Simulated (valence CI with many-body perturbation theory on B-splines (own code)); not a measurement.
**Cu⁷⁺: E2, M1 decay**

Method: relativistic CI+MBPT: four valence electrons over a frozen Dirac-Fock core [Ar], radial functions for each j: 9 s, 9 p, 10 d, 8 f, 5 g, 3 h, 1 i, with the one-electron correlation potential Σ1, the two-electron term Σ2, the three-electron term Σ3, Breit, model QED; selected CI, second order for the rest, scaled by the run's own slope (own B-spline code, finite nucleus).

No measured spectrum was set against this ion. As an estimate, terms of the open shell hold to 2 to 4 % of their energy, and close levels can change places; different configurations can be misplaced against each other by 1,000 to 8,000 cm⁻¹. Core correlation moves these levels by up to 3500 cm⁻¹, and in measured spectra 5 to 20 % of such shifts remained as error; rates that hang on mixing are uncertain with them. The list stops below the first excitations out of the core. Only levels of the ground parity were solved; by the run's estimate the other parity begins above the list, which can be wrong where configurations are misplaced.

Lines 51 to 100 of 120 in falling wavelength, among levels below 52.135 eV, chosen from the decays that carry over 1 % of a level's rate. Wavelengths and rates use the calculated energies, so an error of 2000 cm⁻¹ moves a line at 3274 Å by 6.5 % and its rate by three times that or more. Electric multipoles are in the length gauge, E1 and E2 with the static RPA response of the core. S is in atomic units (e²a₀⁴ for E2 and M2, e²a₀⁶ for E3), for M1 in squared Bohr magnetons. Weak lines are less certain than strong ones. Lines between different terms over intervals too small for the method are left out, as are lines whose strength nearly cancels.

Letters in brackets count levels of one name in rising energy.

```
λ vac (Å)         Upper         Lower  Type   A (s⁻¹)  S (a.u.)
     3274      3d4 3H_4      3d4 5D_4    M1  1.33e-01  1.56e-03
     3213      3d4 1F_3      3d4 3G_4    M1  1.28e+00  1.10e-02
     3188      3d4 3H_5      3d4 5D_4    M1  8.66e-04  1.14e-05
     3158      3d4 3H_4      3d4 5D_3    M1  2.55e-02  2.68e-04
     3143      3d4 1F_3      3d4 3G_3    M1  9.89e-01  7.97e-03
     3057  3d4 3P_0 [a]      3d4 5D_1    M1  1.26e+01  1.33e-02
     2935  3d4 3P_2 [b]      3d4 3D_1    M1  1.55e-01  7.28e-04
     2913  3d4 3P_1 [a]      3d4 5D_2    M1  9.48e+00  2.60e-02
     2902  3d4 3F_3 [a]      3d4 5D_4    M1  4.78e-01  3.03e-03
     2896  3d4 3P_2 [b]      3d4 3D_2    M1  1.19e+00  5.35e-03
     2896  3d4 3P_2 [b]      3d4 3D_2    E2  3.28e-01  2.98e-01
     2873  3d4 3F_4 [a]      3d4 5D_4    M1  6.17e+00  4.88e-02
     2869  3d4 3P_2 [b]      3d4 3D_3    M1  8.87e-01  3.88e-03
     2869  3d4 3P_2 [b]      3d4 3D_3    E2  6.32e-01  5.48e-01
     2845  3d4 3F_2 [b]      3d4 3D_1    M1  1.55e+00  6.62e-03
     2836  3d4 3F_4 [b]  3d4 1G_4 [a]    M1  3.86e-01  2.94e-03
     2825  3d4 3P_1 [a]      3d4 5D_0    M1  8.92e-01  2.24e-03
     2817      3d4 1F_3  3d4 3F_4 [a]    M1  2.44e-01  1.42e-03
     2811  3d4 3F_3 [a]      3d4 5D_3    M1  3.66e+00  2.11e-02
     2809  3d4 3F_2 [b]      3d4 3D_2    M1  2.32e+00  9.55e-03
     2808  3d4 3F_2 [a]      3d4 5D_3    M1  3.22e-01  1.32e-03
     2804  3d4 3F_4 [b]      3d4 3D_3    M1  2.02e+00  1.49e-02
     2790      3d4 1F_3  3d4 3F_3 [a]    M1  2.11e-01  1.19e-03
     2784  3d4 3F_4 [a]      3d4 5D_3    M1  1.34e+00  9.63e-03
     2739  3d4 3F_3 [a]      3d4 5D_2    M1  1.44e+00  7.68e-03
     2736  3d4 3F_2 [a]      3d4 5D_2    M1  1.82e+00  6.90e-03
     2713  3d4 3P_2 [a]      3d4 5D_3    M1  5.94e+00  2.20e-02
     2685  3d4 3F_2 [a]      3d4 5D_1    M1  1.01e+00  3.62e-03
     2598      3d4 3G_3      3d4 5D_4    M1  7.82e-02  3.56e-04
     2598  3d4 3P_2 [a]      3d4 5D_1    M1  1.55e-01  5.05e-04
     2553      3d4 3G_4      3d4 5D_4    M1  6.01e-01  3.34e-03
     2525      3d4 3G_3      3d4 5D_3    M1  5.45e-01  2.28e-03
     2515      3d4 1F_3      3d4 3H_4    M1  1.11e-01  4.59e-04
     2514      3d4 3G_5      3d4 5D_4    M1  1.52e-02  9.87e-05
     2482      3d4 3G_4      3d4 5D_3    M1  1.77e-01  9.02e-04
     2467      3d4 3G_3      3d4 5D_2    M1  2.31e-01  9.00e-04
     2261  3d4 3F_4 [b]      3d4 3G_5    M1  1.48e+00  5.69e-03
     2261  3d4 3F_4 [b]      3d4 3G_5    E2  1.27e+00  6.04e-01
     2230  3d4 3F_4 [b]      3d4 3G_4    M1  9.61e-01  3.56e-03
     2230  3d4 3F_4 [b]      3d4 3G_4    E2  6.78e-01  3.00e-01
     2196  3d4 3F_4 [b]      3d4 3G_3    M1  3.50e-01  1.24e-03
     2184  3d4 3F_2 [b]      3d4 3G_3    M1  3.00e+00  5.79e-03
     2107  3d4 3P_2 [b]  3d4 3P_2 [a]    E2  7.73e-01  1.43e-01
     2071  3d4 3F_4 [b]  3d4 3P_2 [a]    E2  3.56e-01  1.09e-01
     2068      3d4 3D_3      3d4 5D_4    M1  3.24e+00  7.44e-03
     2066  3d4 3P_2 [b]  3d4 3F_4 [a]    E2  2.28e-01  3.84e-02
     2051  3d4 1G_4 [a]      3d4 5D_4    M1  8.62e-02  2.48e-04
     2032  3d4 3F_4 [b]  3d4 3F_4 [a]    E2  9.81e-01  2.73e-01
     2032  3d4 3F_4 [b]  3d4 3F_4 [a]    M1  4.95e-01  1.38e-03
     2021      3d4 3D_3      3d4 5D_3    M1  7.61e-01  1.63e-03
```
